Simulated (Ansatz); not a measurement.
A series at Si: from `N[Si](N)(N)N`, ligands are replaced one by one, each step taking up H₂ and setting free NH₃; n counts the steps. Ansatz, PBE0-D4/def2-TZVP geometries. Each molecule was computed in one conformer, which needn't be the lowest.

```
n        molecule  HOMO energy, ωB97M-V/def2-TZVPP (eV)
0  `N[Si](N)(N)N`                                 -9.11
1    `N[SiH](N)N`                                 -9.25
2      `N[SiH2]N`                                 -9.54
3       `N[SiH3]`                                     ?
4            SiH₄                                -12.14
```

Problem. By hand: fit a straight line y = ȳ + b (n − n̄) to the 4 given rows and predict n = 3.

Solution. n̄ = 1.750, ȳ = -10.010; Σ(n − n̄)(y − ȳ) = -6.820, Σ(n − n̄)² = 8.750, so b = -0.779 eV a step. Prediction: -10.010 + (-0.779) × (1.250) = -10.98 eV.

Problem. By hand: compare with the computed value, -9.78 eV, and give the steps along the whole series.

Solution. The line misses by 1.20 eV (computed minus predicted). Steps: -0.14, -0.29, -0.24, -2.36 eV.

One step carries most of the change, so a line is a poor guide. The highest orbital can change its character along such a series. The miss is 39.6 % of the series' range.
